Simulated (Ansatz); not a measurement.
A nudged elastic band was laid between two geometries of GeH4S + H2O (9 atoms, charge 0, multiplicity 1).

Method: Ansatz, RKS PBE0/def2-SVP.

- movable images: 5
- climbing image: yes
- spring: 5.0 eV/Å²
- optimiser: quadratic models (default)
- start path: through a guess of the saddle point
- force threshold: 0.05 eV/Å
- iteration limit: 60
- end points: relaxed

Initial state:

```xyz
9
Properties=species:S:1:pos:R:3
Ge -0.596 0.976 0.473
S 0.388 -0.744 1.538
H 0.290 1.447 -0.687
H -0.780 2.127 1.481
H -1.953 0.444 0.011
H 0.273 -1.626 -0.760
O -0.003 -1.427 -1.667
H 1.582 -0.126 1.675
H 0.799 -1.072 -2.065
```

Final state:

```xyz
9
Properties=species:S:1:pos:R:3
Ge -0.925 1.064 -0.526
S 1.272 -1.724 1.965
H -0.037 2.183 -1.103
H -1.021 1.142 1.000
H -2.314 1.094 -1.192
H 0.744 -1.411 0.753
O -0.153 -0.528 -0.825
H 2.434 -1.100 1.686
H -0.001 -0.720 -1.757
```

(1) What changes between the two ends?

(2) What energy profile does the band end with?

(3) What is the geometry of the highest image?

## Answers

(1) Bonds broken: Ge1–S2, H6–O7. Bonds formed: Ge1–O7, S2–H6. GeH4S + H2O becomes GeH4O + H2S.

(2) It converged. The highest image is number 3 of 0 to 6, 115.8 kJ/mol above the first end and 87.4 kJ/mol above the last; the last end lies 28.5 kJ/mol above the first. A structure lower than the last end lies on the path between it and the top, so the climb from that side starts below the end, which may itself be a saddle point or a shallow side well. A vibrational analysis at the climbing image gives one clearly imaginary mode, 306i cm⁻¹: a first-order saddle point. The orbitals stay closed-shell, which can raise the energy where a bond breaks towards radicals; this wasn't checked here.

| image | path coordinate (Å) | energy (kJ/mol) | Ge1–S2 (Å) | H6–O7 (Å) | Ge1–O7 (Å) |
| --- | --- | --- | --- | --- | --- |
| 0 | 0.00 | 0.0 | 2.25 | 0.97 | 3.27 |
| 1 | 1.87 | 7.7 | 2.26 | 0.97 | 3.51 |
| 2 | 3.74 | 7.9 | 2.25 | 0.97 | 3.29 |
| 3 | 5.61 | 115.8 | 2.74 | 1.09 | 1.99 |
| 4 | 6.76 | 30.2 | 3.58 | 1.93 | 1.80 |
| 5 | 7.91 | 27.8 | 4.12 | 2.04 | 1.80 |
| 6 | 9.06 | 28.5 | 4.34 | 2.02 | 1.79 |

(3) 
```xyz
9
Properties=species:S:1:pos:R:3
Ge -0.599 0.795 -0.001
S 1.093 -0.721 1.534
H 0.592 1.758 -0.107
H -1.520 0.853 1.217
H -1.476 1.118 -1.254
H 0.327 -1.338 0.024
O -0.432 -1.062 -0.703
H 2.195 -0.234 0.922
H -0.181 -1.170 -1.632
```

The run took 5.4 min on 2 threads of Arm Neoverse V1, with other jobs on the host, peak memory 0.2 GiB.
